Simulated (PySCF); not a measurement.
C2H8OSi. Atoms are numbered in the order given.

```xyz
12

Si    -0.5268     0.4833     0.0000
C      0.4973     2.0384     0.0000
O      0.5298    -0.8068     0.0000
C      0.1276    -2.1453     0.0000
H     -1.4106     0.4167     1.2103
H     -1.4106     0.4167    -1.2103
H     -0.1507     2.9287     0.0000
H      1.1407     2.0788     0.8918
H      1.1407     2.0788    -0.8918
H     -0.4720    -2.4015     0.8940
H      1.0223    -2.7869     0.0000
H     -0.4720    -2.4015    -0.8940
```
Charge 0, spin multiplicity 1.

Geometry optimised at PBE0-D3(BJ)/def2-SVP. One conformer was computed; it need not be the lowest.

Calculation: ωB97X/def2-TZVP (PySCF).

Atomic charges (e):

```tsv
atom	IAO	Mulliken
Si1	1.07	…
C2	-0.74	-0.49
O3	-0.66	-0.39
C4	-0.18	…
H5	-0.18	-0.07
H6	-0.18	-0.07
H7	0.16	0.13
H8	0.16	0.14
H9	0.16	0.14
H10	0.12	…
H11	0.15	…
H12	0.12	…
```

Fill in the missing entries. (An estimate is asked for; the answer gives what the named calculation found.)


- Si1, Mulliken: 0.45
- C4, Mulliken: -0.17
- H10, Mulliken: 0.11
- H11, Mulliken: 0.12
- H12, Mulliken: 0.11

Computed Mayer and Wiberg (Löwdin basis) orders of the bonds:
| bond | Mayer | Wiberg |
|---|---|---|
| Si1–C2 | 1.00 | 1.25 |
| Si1–O3 | 1.11 | 1.52 |
| O3–C4 | 0.95 | 1.56 |
| Si1–H5 | 0.95 | 0.93 |
| Si1–H6 | 0.95 | 0.93 |
| C2–H7 | 0.95 | 0.90 |
| C2–H8 | 0.95 | 0.90 |
| C2–H9 | 0.95 | 0.90 |
| C4–H10 | 0.98 | 0.94 |
| C4–H11 | 0.98 | 0.94 |
| C4–H12 | 0.98 | 0.94 |
